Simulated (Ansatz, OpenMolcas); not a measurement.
# How basis sets differ on C2H4FGa (SMILES C=[CH][GaH][F])

C2H4FGa: 8 atoms, total charge 0, spin state singlet. As SMILES, `C=[CH][GaH][F]`. Geometry: relaxed at PBE0-D4/def2-TZVP. This is one conformer, not always the lowest.

| atom | x (Å) | y (Å) | z (Å) |
| --- | --- | --- | --- |
| C | -0.8371 | 1.1754 | 0.0609 |
| C | 0.3426 | 0.5695 | -0.0650 |
| Ga | 0.4817 | -1.3602 | -0.0076 |
| F | 2.1105 | -2.0061 | -0.1996 |
| H | -1.7621 | 0.6205 | 0.2001 |
| H | -0.9411 | 2.2578 | 0.0316 |
| H | 1.2323 | 1.1796 | -0.2023 |
| H | -0.6269 | -2.4367 | 0.1820 |

Quantity: the dipole moment, in D. The values are calculated.

```csv
level,kind,program,value (D),CPU time
HF/ANO-RCC-MB (DKH2),Hartree–Fock,OpenMolcas,2.54,4 s
HF/ANO-S-MB,Hartree–Fock,OpenMolcas,1.77,2.2 s
HF/STO-3G,Hartree–Fock,Ansatz,1.11,1.6 s
HF/3-21G,Hartree–Fock,OpenMolcas,3.03,4.7 s
HF/cc-pVDZ,Hartree–Fock,OpenMolcas,3.21,14 s
HF/def2-SVP,Hartree–Fock,Ansatz,3.16,6.1 s
```

All-electron rows without a relativistic Hamiltonian named are non-relativistic. The values span 1.11 to 3.21 D. Magnitudes only. Sets without polarisation functions give poor dipoles. CPU times are rough (shared hosts, several kinds of processor and program).
